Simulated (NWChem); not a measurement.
A series in which one site is exchanged, each optimised at PBE0/def2-SVP with NWChem, gas phase unless a solvent is named. Some are not confirmed as minima by frequencies. def2 effective core potentials on In; no spin-orbit coupling.

A: B[AsH2] (BAsH$_{4}$; site = B)
B: [AlH2][AsH2] (AlAsH4; site = Al)
C: [AsH2][InH2] (InAsH4; site = In)
D: [GaH2][AsH2] (GaAsH4; site = Ga)

Task: Rank them by orbital gap (eV), PBE0/def2-SVP, lowest first.

Result: C (5.10), D (5.36), B (5.42), A (5.47)
